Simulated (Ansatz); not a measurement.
A nudged elastic band was laid between two geometries of H6N3Sc (10 atoms, charge 0, multiplicity 1).

Method: RHF/def2-SVP (Ansatz 0.2.0).

```yaml
movable_images: 5
climbing_image: yes
spring: 5.0 eV/Å²
optimiser: quadratic models (default)
start_path: IDPP
force_threshold: 0.05 eV/Å
iteration_limit: 60
end_points: relaxed
```

First end point:

```xyz
10
Properties=species:S:1:pos:R:3
N -1.547 0.589 -1.136
Sc 0.000 0.000 0.001
N 0.295 -1.954 0.360
N 1.252 1.365 0.777
H -2.233 -0.004 -1.574
H -1.788 1.535 -1.380
H 1.033 -2.360 0.910
H -0.266 -2.718 0.024
H 1.199 2.363 0.662
H 2.054 1.185 1.357
```

Last end point:

```xyz
10
Properties=species:S:1:pos:R:3
N -1.547 0.589 -1.136
Sc 0.000 0.000 0.000
N 0.295 -1.953 0.359
N 1.252 1.364 0.777
H -2.233 -0.003 -1.574
H -1.788 1.535 -1.380
H 1.033 -2.360 0.910
H -0.266 -2.718 0.023
H 2.054 1.183 1.357
H 1.200 2.363 0.663
```

Which bonds break or form, and what moves?

No bond is made or broken. The dihedral N1–Sc2–N4–H9 goes from 0 to 180°. The two ends are copies of one structure, up to a mirror image or an exchange of like atoms.

Give the energies along the band, and the barrier.

The forces met the threshold. The highest image is number 3 of 0 to 6, 0.155 eV above the ends, which have the same energy within 2 meV. A vibrational analysis at the climbing image gives one clearly imaginary mode, 260i cm⁻¹: a first-order saddle point.

```json
{"image": "0", "path coordinate (Å)": "0.00", "energy (eV)": "0.000", "dihedral N1–Sc2–N4–H9 (°)": "0"}
{"image": "1", "path coordinate (Å)": "0.58", "energy (eV)": "0.036", "dihedral N1–Sc2–N4–H9 (°)": "-29"}
{"image": "2", "path coordinate (Å)": "1.16", "energy (eV)": "0.114", "dihedral N1–Sc2–N4–H9 (°)": "-59"}
{"image": "3", "path coordinate (Å)": "1.75", "energy (eV)": "0.155", "dihedral N1–Sc2–N4–H9 (°)": "-90"}
{"image": "4", "path coordinate (Å)": "2.33", "energy (eV)": "0.114", "dihedral N1–Sc2–N4–H9 (°)": "-121"}
{"image": "5", "path coordinate (Å)": "2.91", "energy (eV)": "0.035", "dihedral N1–Sc2–N4–H9 (°)": "-151"}
{"image": "6", "path coordinate (Å)": "3.49", "energy (eV)": "0.000", "dihedral N1–Sc2–N4–H9 (°)": "180"}
```

What is the geometry of the highest image?


```xyz
10
Properties=species:S:1:pos:R:3
N -1.921 0.409 -0.364
Sc 0.011 0.012 0.003
N 0.680 -1.838 -0.387
N 1.244 1.432 0.751
H -2.605 -0.231 -0.732
H -2.393 1.285 -0.216
H 1.616 -2.179 -0.251
H 0.142 -2.605 -0.756
H 1.804 2.085 0.229
H 1.422 1.629 1.722
```

What are the harmonic wavenumbers there?

260i, 119, 142, 153, 297, 330, 419, 427, 471, 480, 557, 577, 611, 683, 688, 1654, 1659, 1661, 3733, 3735, 3736, 3801, 3810, 3810 cm⁻¹.

The band took 9 iterations and roughly 4 core-minutes.

Run time: 4 min on 1 thread of AMD EPYC (Zen 3), with other jobs on the host, peak memory 0.22 GiB.
